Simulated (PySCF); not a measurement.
# What a mistake does to a calculation on CH5NSi2

Calculated results; nothing here was measured. The program is PySCF 2.14.0, an open-source quantum chemistry code, run on an isolated molecule that a program drew, which may never have been made. The molecule is CH5NSi2 (charge 0, singlet), drawn as the SMILES string `C[Si](=N)[SiH]`.

Each row is a Hartree-Fock (HF) and frozen-core CCSD(T) single point in the cc-pV(D+d)Z basis, meant for a local HF minimum. Run 1 is clean. Each other run has one planted mistake out of seven kinds, and not every kind appears here: one electron removed, one electron added, multiplicity raised by two, geometry at a saddle point, minimal basis STO-3G, one bond length entered in bohr, all coordinates scaled. The reference is restricted for singlets and unrestricted otherwise, and also for a bond in bohr. Adding or removing an electron swaps singlet and doublet. Electrons count all cores. HOMO and LUMO are orbital energies over both spins, the gradient is its largest component, and the lowest frequency (negative if imaginary) is given only where the gradient is small. Bond lengths are over the 8 bonds as drawn. T1 is the CCSD diagnostic: over 0.02 (restricted) or 0.045 (unrestricted) a single reference is doubtful.

Geometry of the clean run:
```xyz
9
CH5NSi2, angstrom
C     0.5227   -1.7611   -0.8950
Si    0.6481   -1.4226    0.9485
N     1.1590   -2.3699    2.1046
Si   -0.0183    0.6669    1.8933
H     1.1252   -1.0388   -1.4550
H     0.8695   -2.7677   -1.1392
H    -0.5138   -1.6544   -1.2298
H     1.4369   -3.3297    2.0050
H    -1.4904    0.3522    1.6983
```

```
run,electrons,basis functions,<S^2>,HOMO (eV),LUMO (eV),gradient (hartree/bohr),lowest frequency (cm^-1),mean bond (Å),longest bond (Å),T1,HF (hartree),CCSD(T) (hartree),mistake
1,46,99,0.000,-8.71,0.09,1.1e-05,89,1.4562,2.388,0.0186,-673.01425,-673.57205,no fault
2,46,99,1.485,-8.58,0.12,4.1e-02,-,1.5679,2.388,0.0780,-672.89434,-673.43241,one bond length entered in bohr
3,46,33,0.000,-5.53,5.36,3.1e-02,-,1.4562,2.388,0.0169,-665.11782,-665.36877,minimal basis STO-3G
4,47,99,0.769,-1.59,7.28,3.9e-02,-,1.4562,2.388,0.0186,-673.04086,-673.60738,?
5,46,99,2.045,-8.30,-0.15,2.8e-02,-,1.4562,2.388,0.0255,-672.99696,-673.53609,?
```

**Which mistake was planted in run 4, and what did it cost?**

It counts 47 electrons, one more than the clean run, at the same geometry and basis. So the mistake is: one electron added. Subtracting run 1 and multiplying by 627.51 kcal/mol a hartree, the energy moved by -16.7 kcal/mol in HF and -22.2 kcal/mol in CCSD(T).

**Which mistake was planted in run 5, and what did it cost?**

Electrons, basis and geometry are unchanged, and <S^2> is 2.045, beside S(S+1) = 2.00 for a multiplicity of 3. So the mistake is: multiplicity raised by two. Subtracting run 1 and multiplying by 627.51 kcal/mol a hartree, the energy moved by 10.8 kcal/mol in HF and 22.6 kcal/mol in CCSD(T).

Cautions from the logs. Run 2: T1 is over the limit, so its CCSD(T) energy is less reliable.
